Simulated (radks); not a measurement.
Neutral europium inside a hard spherical wall (all orbitals vanish at R), configuration held at [Xe] 4f7 6s2 and not refilled when levels cross. Calculated with a radial shooting solver on a logarithmic mesh with Libxc functionals: scalar-relativistic Kohn-Sham, LDA (Slater exchange, Perdew-Wang correlation), spin-unpolarised, spherical densities, point nucleus. Eigenvalues in eV, with the zero of energy where the potential of the charges vanishes at infinity; a dash marks a level that is unbound or too diffuse for the functional's potential to be trusted. A positive occupied level is held by the wall or, in an anion where self-interaction has pushed it up, behind a barrier. The pressure on the wall is -dE/dV.

R (bohr),E (hartree),kinetic (hartree),e(5s),e(5p),e(6s),e(4f),"e(5d, empty)","e(6p, empty)",pressure (GPa)
free,-10836.6812,11607.776,-44.796,-23.876,-3.765,-2.919,-1.713,-1.244,0
20,-10836.6812,11607.776,-44.796,-23.876,-3.765,-2.919,-1.713,-1.243,< 0.0001
8,-10836.6625,11607.900,-44.093,-23.186,-3.113,-2.227,-1.050,0.090,0.636
6,-10836.5609,11608.359,-42.445,-21.599,-0.892,-0.567,0.668,3.704,7.41
4,-10835.7157,11611.595,-36.806,-16.240,12.201,5.660,7.942,22.096,171
3.5,-10834.8486,11614.885,-33.050,-12.469,23.361,10.139,13.360,36.338,477
1.5,-10760.2878,11842.552,132.34,177.69,521.53,143.71,248.02,571.90,212000
